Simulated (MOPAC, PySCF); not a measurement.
C$_{4}$H$_{4}$O, SMILES `C#CC(=O)C`, neutral singlet in the gas phase. 

Cartesian coordinates (Å):
```xyz
9

C      2.1023     0.1430    -0.8420
C      1.0813     0.3513    -0.2446
C     -0.1671     0.5804     0.4683
C     -1.2402    -0.4537     0.2462
O     -0.3083     1.5449     1.1856
H      3.0146    -0.0231    -1.3622
H     -2.1261    -0.1914     0.8200
H     -0.8737    -1.4382     0.5459
H     -1.4829    -0.5133    -0.8173
```
Charge 0, multiplicity 1.

All levels are single points at this geometry (B3LYP-D3(BJ)/def2-TZVP); Pople sets use spherical d functions. Orbital energies aren't observables, and empty levels follow the basis.

| level | HOMO (eV) | LUMO (eV) | gap (eV) | dipole (D) | vertical IE, Delta-SCF (eV) |
|---|---|---|---|---|---|
| TPSSh-D3(BJ)/def2-TZVP in PySCF | -6.95 | -2.22 | 4.73 | 3.00 | 9.87 |
| B3LYP/3-21G in PySCF | -7.09 | -1.41 | 5.68 | 2.75 | – |
| B3LYP/6-311+G** in PySCF | -7.67 | -2.07 | 5.61 | 3.21 | – |
| B3LYP/6-31G* in PySCF | -7.21 | -1.53 | 5.68 | 2.94 | 9.84 |
| BP86/6-31G* in PySCF | -5.89 | -2.44 | 3.44 | 2.82 | – |
| M06-2X/6-31G* in PySCF | -9.25 | -0.34 | 8.91 | 2.98 | – |
| SVWN5/6-31G* in PySCF | -5.88 | -2.55 | 3.32 | 2.89 | 9.83 |
| HF/3-21G in PySCF | -11.36 | 2.80 | 14.16 | 3.27 | – |
| HF/6-31G* in PySCF | -11.25 | 2.73 | 13.98 | 3.39 | 9.83 |
| HF/STO-3G in PySCF | -9.18 | 6.46 | 15.64 | 1.89 | – |
| AM1 in MOPAC | -11.21 | 0.19 | 11.40 | 2.86 | – |
| PM3 in MOPAC | -11.16 | 0.13 | 11.30 | 2.84 | – |
| PM7 in MOPAC | -10.64 | -0.15 | 10.49 | 3.27 | – |
